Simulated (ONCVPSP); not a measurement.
# What one change does to a pseudopotential (silicon, ONCV)

* Element: silicon (Si)
* Generator: ONCVPSP 4.0.1
* Type: optimised norm-conserving Vanderbilt (ONCV)
* Functional: PBE
* Relativity: scalar-relativistic
* Frozen core: [Ne]
* Valence charge: 4
* Reference configuration: 3s2 3p1 (charge +1)
* Partial waves: 3s: rc 1.60 bohr, ncon 4, nbas 7, qcut 4.9 1/bohr, local; 3p: rc 2.10 bohr, ncon 4, nbas 7, qcut 4.2 1/bohr, 3 projectors, debl 0.6 Ha
* Local potential: the s channel
* Core correction: none

All-electron outer shells of the reference configuration (PBE, scalar-relativistic, ld1.x):

```tsv
shell	level (eV)	outermost node (bohr)	outermost maximum (bohr)
2s	-149.00	0.15	0.45
2p	-105.08	–	0.39
3s	-19.03	0.72	1.75
3p	-11.66	0.71	2.04
```

Change: p: nproj 1.

Cutoffs: the cutoffs (Ha) at which the residual kinetic energy of the hardest occupied pseudo-wave falls to 1 and 0.1 mHa per electron; they do not see the model core or the augmentation charge, which bear on the density cutoff. Errors are all-electron minus pseudo energies relative to the spin-unpolarised reference configuration.

Predict the effect on cutoff, ghosts and configuration errors.

The potential gets neither clearly harder nor softer (8.3 Ha and 11 Ha → 8.3 Ha and 11 Ha); the bound ghost in p disappears; of the 4 tests that both files solve, the error grows in 0 and shrinks in 2 by more than 15 % and 0.3 meV (median size 1.0 → 0.5 meV); the range in which the p phases agree narrows (upper end 2.8 → 1.4).

| quantity | base | changed |
| --- | --- | --- |
| cutoff, loose | 8.3 Ha | 8.3 Ha |
| cutoff, tight | 11 Ha | 11 Ha |
| bound ghosts | p | none |
| GHOST(+) flags under 300 eV | none | none |
| error for 3s2 3p2, meV [ΔE -7.74 eV] | -1.0 | +0.3 |
| error for 3s2 3p0, meV [ΔE 15.99 eV] | -0.9 | -0.8 |
| error for 3s1 3p0, meV [ΔE 49.96 eV] | +68 | +68 |
| error for 3s1 3p3, meV [ΔE -0.93 eV] | -0.9 | -0.1 |
| s: phases at 1.63 bohr within 0.05 rad from the reference energy up to (Ha; the scan ends near 5) | 2.9 | 2.9 |
| p: phases at 2.13 bohr within 0.05 rad from the reference energy up to (Ha; the scan ends near 5) | 2.8 | 1.4 |

 A true bound ghost makes a file unfit for plane-wave use even where its test errors are small: the radial tests pick states by their node count and pass the ghost by.
